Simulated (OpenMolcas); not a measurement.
## Computed transition rates of C I

* Program: OpenMolcas
* Method: CASSCF
* Basis: ANO-RCC-VTZP [4s3p2d1f]
* Scalar Hamiltonian: DKH2, point nucleus
* Active space: 4 electrons in 4 orbitals (2s 2p)
* State averaging: 2S+1 = 3 even, 6 roots (3 in the spin-orbit step); 2S+1 = 1 even, 6 roots kept (CI in the orbitals of an earlier block); 2S+1 = 5 odd, 1 root; 2S+1 = 3 odd, 8 roots kept (CI in the orbitals of an earlier block)
* Spin-orbit coupling: RASSI with atomic mean-field integrals over the reference wave functions, term energies averaged over their components

Rates come from the transition moments of the reference wave functions (E1 and E2 in the length form). At fixed line strength A goes as λ^-3 for E1 and M1 and as λ^-5 for E2, so a rate at the computed wavelength can be rescaled to the measured one. Measured vacuum wavelengths follow from level energies in NIST Handbook of Basic Atomic Spectroscopic Data. Branching counts decays inside the model space alone, at computed energies, and the table is only a selection of the E1 lines, drawn from those between levels with measured partners whose computed energy lies within a factor of 1.5 of the measured one.

```json
{"Upper": "2s 2p³ ⁵S°₂", "Lower": "2s² 2p² ³P₂", "Type": "E1", "λ computed (nm)": "428.7", "λ measured (nm)": "296.8", "A computed (s-1)": "6.16e+00", "A rescaled (s-1)": "", "Branching %": "74.9"}
{"Upper": "2s 2p³ ⁵S°₂", "Lower": "2s² 2p² ³P₁", "Type": "E1", "λ computed (nm)": "428.1", "λ measured (nm)": "296.6", "A computed (s-1)": "2.07e+00", "A rescaled (s-1)": "", "Branching %": "25.1"}
{"Upper": "2s 2p³ ³D°₂", "Lower": "2s² 2p² ³P₂", "Type": "E1", "λ computed (nm)": "144.4", "λ measured (nm)": "156.1", "A computed (s-1)": "1.02e+08", "A rescaled (s-1)": "8.07e+07", "Branching %": "24.7"}
{"Upper": "2s 2p³ ³D°₁", "Lower": "2s² 2p² ³P₂", "Type": "E1", "λ computed (nm)": "144.4", "λ measured (nm)": "156.1", "A computed (s-1)": "1.12e+07", "A rescaled (s-1)": "8.87e+06", "Branching %": "2.7"}
{"Upper": "2s 2p³ ³D°₃", "Lower": "2s² 2p² ³P₂", "Type": "E1", "λ computed (nm)": "144.4", "λ measured (nm)": "156.1", "A computed (s-1)": "4.10e+08", "A rescaled (s-1)": "3.25e+08", "Branching %": "100.0"}
{"Upper": "2s 2p³ ³D°₂", "Lower": "2s² 2p² ³P₁", "Type": "E1", "λ computed (nm)": "144.4", "λ measured (nm)": "156.1", "A computed (s-1)": "3.09e+08", "A rescaled (s-1)": "2.45e+08", "Branching %": "75.3"}
{"Upper": "2s 2p³ ³D°₁", "Lower": "2s² 2p² ³P₁", "Type": "E1", "λ computed (nm)": "144.4", "λ measured (nm)": "156.1", "A computed (s-1)": "1.71e+08", "A rescaled (s-1)": "1.35e+08", "Branching %": "41.5"}
{"Upper": "2s 2p³ ³D°₁", "Lower": "2s² 2p² ³P₀", "Type": "E1", "λ computed (nm)": "144.3", "λ measured (nm)": "156", "A computed (s-1)": "2.29e+08", "A rescaled (s-1)": "1.81e+08", "Branching %": "55.8"}
{"Upper": "2s 2p³ ³P°₁", "Lower": "2s² 2p² ³P₂", "Type": "E1", "λ computed (nm)": "121.2", "λ measured (nm)": "133", "A computed (s-1)": "5.21e+08", "A rescaled (s-1)": "3.94e+08", "Branching %": "41.7"}
{"Upper": "2s 2p³ ³P°₂", "Lower": "2s² 2p² ³P₂", "Type": "E1", "λ computed (nm)": "121.2", "λ measured (nm)": "133", "A computed (s-1)": "9.38e+08", "A rescaled (s-1)": "7.10e+08", "Branching %": "75.1"}
{"Upper": "2s 2p³ ³P°₀", "Lower": "2s² 2p² ³P₁", "Type": "E1", "λ computed (nm)": "121.2", "λ measured (nm)": "132.9", "A computed (s-1)": "1.25e+09", "A rescaled (s-1)": "9.48e+08", "Branching %": "100.0"}
{"Upper": "2s 2p³ ³P°₁", "Lower": "2s² 2p² ³P₁", "Type": "E1", "λ computed (nm)": "121.2", "λ measured (nm)": "132.9", "A computed (s-1)": "3.14e+08", "A rescaled (s-1)": "2.38e+08", "Branching %": "25.1"}
{"Upper": "2s 2p³ ³P°₂", "Lower": "2s² 2p² ³P₁", "Type": "E1", "λ computed (nm)": "121.2", "λ measured (nm)": "132.9", "A computed (s-1)": "3.11e+08", "A rescaled (s-1)": "2.36e+08", "Branching %": "24.9"}
{"Upper": "2s 2p³ ³P°₁", "Lower": "2s² 2p² ³P₀", "Type": "E1", "λ computed (nm)": "121.2", "λ measured (nm)": "132.9", "A computed (s-1)": "4.16e+08", "A rescaled (s-1)": "3.16e+08", "Branching %": "33.3"}
```

Spin-changing lines and M1 lines between different terms are not rescaled, since their strength hangs on the term gaps too.

The largest correction is for 2s 2p³ ³P°₁ → 2s² 2p² ³P₂ (E1): 5.21e+08 × (121.2 / 133)^3 = 3.94e+08 s-1, a factor of 0.76.

The computed rate and branching of 2s 2p³ ³P°₀ → 2s² 2p² ³P₁ give the upper level a radiative lifetime of 1.000 / 1.25e+09 s-1 = 8.00e-10 s, counting decays inside the model space alone. The rescaled rate gives about 1.1e-09 s.

The computed order of these levels differs from the measured one in 3 places, and where term gaps are wrong the rates of spin-changing lines can be off by large factors.

No measured rate stands beside these. Rescaling mends the energy factor alone: line strengths can still be far off where a level mixes with configurations outside the active space, and weak or spin-changing lines hang on small mixing coefficients that depend on the term gaps too, so rescaling need not improve them.

Without dynamic correlation excited terms often stand tens of per cent too high (terms of higher spin than the ground term too low), and those without a measured partner can miss by more than the paired ones. Terms from blocks run as CI alone lack orbitals of their own. Measured partners are found by configuration, term and J. A level has none where our copy of the source lacks it or the pairing is in doubt (some pairs that miss far off the trend of their configuration count as doubtful). Only configurations of the active space appear.

° marks odd parity.
